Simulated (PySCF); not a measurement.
## Radial density of C (carbon, neutral)

UHF, [He] 2s2 2p1 3d1, one real determinant (an excited configuration). All numbers are calculated (PySCF 2.14, the spin-free X2C one-electron Hamiltonian (Gaussian nucleus), in aug-cc-pVQZ-DK (6s5p4d3f2g, 80 functions)).

| r (bohr) | 4πr²ρ (e/bohr) | 4πr²(ρα − ρβ) |
| --- | --- | --- |
| 0.00413 | 0.02736 | 0.0000 |
| 0.00695 | 0.07371 | 0.0000 |
| 0.0117 | 0.1952 | 0.0000 |
| 0.0197 | 0.4988 | -0.0001 |
| 0.0331 | 1.198 | -0.0001 |
| 0.0556 | 2.584 | 0.0003 |
| 0.0936 | 4.659 | 0.0026 |
| 0.157 | 6.241 | 0.0143 |
| 0.265 | 5.131 | 0.0612 |
| 0.445 | 2.140 | 0.2178 |
| 0.749 | 1.527 | 0.5199 |
| 1.26 | 2.052 | 0.6300 |
| 2.12 | 0.8645 | 0.2952 |
| 3.57 | 0.2906 | 0.2550 |
| 6.00 | 0.1679 | 0.1677 |
| 10.1 | 0.0001602 | 0.0002 |

Densities and radii are taken from the X2C orbitals without a picture-change correction, which distorts them close to the nucleus.

⟨L²⟩ = 8.02 against 12 for a pure F term, so this real determinant mixes terms. The outer electron is Rydberg-like, and this basis confines it to a smaller radius and binds it less than a complete one would. At UHF the highest occupied level has a positive energy, so only the finite basis holds that electron; for this excited configuration the basis is too tight for the outer shell.
